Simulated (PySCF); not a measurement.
Job for PySCF: R-B3LYP/6-31G* on C2H4 (SMILES C=C).

```python
from pyscf import gto, scf, dft, mp
from pyscf.data.elements import chemcore

mol = gto.M(
    atom='''
    C    -0.64136500   -0.46970023    0.31486281
    C     0.20909778    0.54510305    0.24642289
    H    -0.35363594   -1.42338994    0.74033070
    H    -1.65579124   -0.38897974   -0.05692089
    H    -0.07439980    1.49796306   -0.18426060
    H     1.22466678    0.46001702    0.61344556
    ''',
    basis='6-31g*',
    cart=True,
    charge=0, spin=0, verbose=3, max_memory=1800)
mf = dft.RKS(mol, xc='b3lyp')
mf.conv_tol = 1e-8
mf.max_cycle = 100
mf.kernel()
if not mf.converged:
    mf = mf.newton().run(mf.mo_coeff, mf.mo_occ)
```

Task: What total energy does the run end on?

Result: -78.5874 hartree.
